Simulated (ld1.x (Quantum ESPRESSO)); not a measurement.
**Cutoff test, copper, RRKJ**

```
Element                 : copper (Cu)
Generator               : ld1.x (Quantum ESPRESSO) 7.5
Type                    : norm-conserving RRKJ (Kleinman–Bylander form)
Functional              : PBE
Relativity              : scalar-relativistic
Frozen core             : [Ne]
Valence charge          : 19
Reference configuration : 3s2 3p6 3d10 4s0 4p1
Partial waves           : 3p (bound): rc 1.00 bohr; 3d (bound): rc 0.80 bohr; 3s (bound): rc 1.00 bohr
Local potential         : the s channel
Core correction         : Bessel-smoothed model core inside 0.65 bohr
rho0                    : 0.01
```

Occupied shells without a wave of their own: 4p. They enter only through the test configuration that unscreens the potential, and ld1.x also counts them in the model core charge.

The pseudo-atom Hamiltonian at the reference potential is diagonalised in spherical Bessel functions j_l(qr) that vanish at 20 bohr, with q² up to the cutoff. All-electron valence levels (Ry): 3p -5.4600, 4p -0.1260, 3d -0.5257, 3s -8.5869, 4s -0.4461.

**Question.** How do the lowest levels (Ry) of each channel move with the cutoff, and are there ghosts?

**Answer.**

```csv
cutoff (Ry),p #1,p #2,p #3,d #1,d #2,s #1,s #2,s #3,f #1,Σ f·Δε (mRy)
8,-1.3650,-0.0459,0.0541,0.0266,0.1142,-7.0144,-0.3210,-0.0210,0.0848,33322.2
25,-4.1993,-0.0973,0.0270,0.0260,0.1116,-8.3853,-0.4653,-0.0378,0.0848,13517.0
50,-5.3258,-0.1232,0.0190,0.0248,0.1064,-8.4945,-0.4713,-0.0385,0.0848,6502.1
100,-5.4596,-0.1286,0.0176,-0.0011,0.0490,-8.5788,-0.4767,-0.0390,0.0848,5265.9
180,-5.4600,-0.1287,0.0176,-0.4799,0.0290,-8.5865,-0.4770,-0.0390,0.0848,460.0
400,-5.4601,-0.1287,0.0176,-0.5258,0.0288,-8.5869,-0.4771,-0.0390,0.0848,0.0
```

Result: no extra level below or beside the all-electron valence levels (p, d, s, f tested); 10 mRy is reached at 260 Ry and 1 mRy at over 300 Ry.

ld1.x takes every shell without a wave as core, so the model core holds the 4p electrons as well and exchange and correlation see them twice. This cancels in the reference configuration, but the file is broken for other ones, and its errors say nothing about a proper core correction. Its largest configuration-test error is +904 meV.
